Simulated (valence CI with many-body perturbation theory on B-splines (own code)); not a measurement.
Which ion has this spectrum?

A relativistic CI+MBPT calculation for an atom or ion with 74 electrons gives these levels (cm⁻¹):

```
J  Parity      E     g
3    even    0.0  1.98
0    even  14150      
2    even  14716  1.54
1    even  15055  1.50
4    even  15115  1.48
3    even  15271  1.49
2    even  17337  1.78
2    even  19421  0.59
3    even  19745  1.09
4    even  21014  1.17
6    even  21374  1.32
5    even  21531  1.26
3    even  22257  1.27
2    even  23029  1.20
```

The energies are calculated, with errors of about 460 cm⁻¹, more in some levels.

Q: Which is it?
A. Re+
B. W
C. Ir3+
D. Pt4+

A: A. Re+, ground level 5d5.6s 7S_3.
